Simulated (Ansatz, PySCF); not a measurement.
C₂H₉PSi, SMILES C[SiH](C)P. Atoms are numbered in the order given.

```xyz
13

Si    -0.3866     0.3838     0.2579
C      0.0082     1.7957    -0.9207
C     -1.8960    -0.5761    -0.3224
P      1.3263    -1.0928     0.4831
H     -0.6358     0.9341     1.6292
H      0.2176     1.4114    -1.9313
H      0.8894     2.3612    -0.5815
H     -0.8409     2.4948    -0.9894
H     -2.1368    -1.3924     0.3753
H     -1.7208    -1.0170    -1.3165
H     -2.7744     0.0845    -0.3942
H      1.5463    -1.1888    -0.9275
H      2.3167    -0.0762     0.6555
```
Charge 0, spin multiplicity 1.

The structure is a stationary point at PBE0-D3(BJ)/def2-SVP. The values are those of a single conformer.

Two levels are set side by side: PBE-D3(BJ)/def2-SVP (Ansatz, a first-principles code) and PBE0-D3(BJ)/def2-SVP (Ansatz). Each level has its own optimised geometry; the coordinates shown are those of the second. Frequencies come from the Hessian of PySCF at each geometry. Differences are taken from unrounded values.

| quantity | PBE0-D3(BJ) |
|---|---|
| mean bond length (Å) | 1.417 |
| bond Si1–C2 (Å) | 1.881 |
| bond Si1–C3 (Å) | 1.880 |
| bond Si1–P4 (Å) | 2.273 |
| bond Si1–H5 (Å) | 1.498 |
| bond C2–H6 (Å) | 1.101 |
| bond C2–H7 (Å) | 1.101 |
| bond C2–H8 (Å) | 1.102 |
| bond C3–H9 (Å) | 1.101 |
| bond C3–H10 (Å) | 1.101 |
| bond C3–H11 (Å) | 1.101 |
| bond P4–H12 (Å) | 1.431 |
| bond P4–H13 (Å) | 1.430 |
| highest harmonic wavenumber (cm⁻¹) | 3168 |
| mean harmonic wavenumber (cm⁻¹) | 1332 |
| zero-point energy (kcal/mol) | 62.83 |

**Question.** What does PBE-D3(BJ) give, and how far is it from PBE0-D3(BJ)? (The exact figures need the calculation; the answer reports its results.)

**Answer.** 
```
quantity                            PBE-D3(BJ)  PBE-D3(BJ) minus PBE0-D3(BJ)
----------------------------------  ----------  ----------------------------
mean bond length (Å)                     1.427                         0.010
bond Si1–C2 (Å)                          1.893                         0.012
bond Si1–C3 (Å)                          1.892                         0.012
bond Si1–P4 (Å)                          2.288                         0.016
bond Si1–H5 (Å)                          1.509                         0.011
bond C2–H6 (Å)                           1.109                         0.008
bond C2–H7 (Å)                           1.108                         0.008
bond C2–H8 (Å)                           1.110                         0.008
bond C3–H9 (Å)                           1.108                         0.008
bond C3–H10 (Å)                          1.109                         0.008
bond C3–H11 (Å)                          1.109                         0.008
bond P4–H12 (Å)                          1.444                         0.013
bond P4–H13 (Å)                          1.442                         0.013
highest harmonic wavenumber (cm⁻¹)        3081                           -87
mean harmonic wavenumber (cm⁻¹)           1290                           -42
zero-point energy (kcal/mol)             60.87                         -1.96
```

Exact exchange shortens and stiffens bonds; PBE has none. Differences between two approximate levels are no errors against the true value.
